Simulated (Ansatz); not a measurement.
Harmonic frequencies (cm⁻¹) at PBE0-D4/def2-TZVP from Ansatz: 63, 155, 215, 262, 292, 339, 413, 438, 634, 719, 755, 825, 871, 886, 914, 953, 1076, 1100, 1264, 1355, 1468, 1565, 1664, 2245, 2988, 3077, 3524, 3603, 3605, 3712.

Each molecule was computed in one conformer, which needn't be the lowest.

(1) Which molecule is it?
A. `CO[CH2][AlH][OH]`
B. `C#C/C=C/C`
C. `CN[SiH](N)F`
D. `NC[SiH](N)F`

## Answers

(1) D.
